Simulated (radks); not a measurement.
Results of a calculation; reference values are marked as such.
Question: Coherent X-ray form factor from a spherical all-electron density. Level of theory: Dirac Kohn-Sham, PBE, spin-unpolarised, spherical densities, point nucleus (a radial shooting solver on a logarithmic mesh with Libxc functionals).

sin(theta)/lambda (1/angstrom)  f0 (electrons)
0.05                                    22.758
0.1                                     22.063
0.15                                    20.996
0.2                                     19.671
0.25                                    18.204
0.3                                     16.698
0.4                                     13.868
0.5                                     11.541
0.6                                      9.790
0.8                                      7.664
1                                        6.549
1.25                                     5.593
1.5                                      4.723
2                                        3.198

The species is in the configuration that NIST lists as its ground one. Which atom or ion scatters so?

Answer: The iron ion Fe3+, [Ar] 3d5. Extrapolating in s^2 from the first two rows gives f0(0) = 23.0, near the electron count 23; among species with that count, the fall with angle is slower the higher Z, and the table is that of Z = 26; from so few rows the species is fixed only to a neighbour or two.
